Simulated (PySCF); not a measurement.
# RhH2: bending curve

Level of theory: UPBE0/[Rh def2-TZVP with ECP28, H def2-TZVP], scalar-relativistic core potentials, density fitting, no spin–orbit coupling, PySCF.

Rigid scan from the doublet minimum (Rh–H 1.522 Å (×2); H–Rh–H 81.8°). Coordinate: the H–Rh–H angle, bonds fixed. Energies in kJ/mol from the minimum.

```
bond angle (°)  E (kJ/mol)  dipole size (D)  ⟨S²⟩
            80         0.1             2.44  0.75
            90         2.3             2.36  0.75
           100        11.8             2.23  0.75
           110        29.6             2.06  0.75
           120        57.0             1.87  0.75
           130        95.4             1.68  0.76
           140       146.0             1.50  0.76
           150       209.2             1.34  0.79
           160       277.2             0.98  1.18
           170       325.9             0.49  1.61
           180       343.6             0.00  1.78
```

With the bonds held, the linear shape lies 343.6 kJ/mol from the minimum.

Spin contamination is strong at 160, 170, 180, so these points are less reliable.

Open d and f shells are described by one determinant, and the ground state may have another occupation or spin.
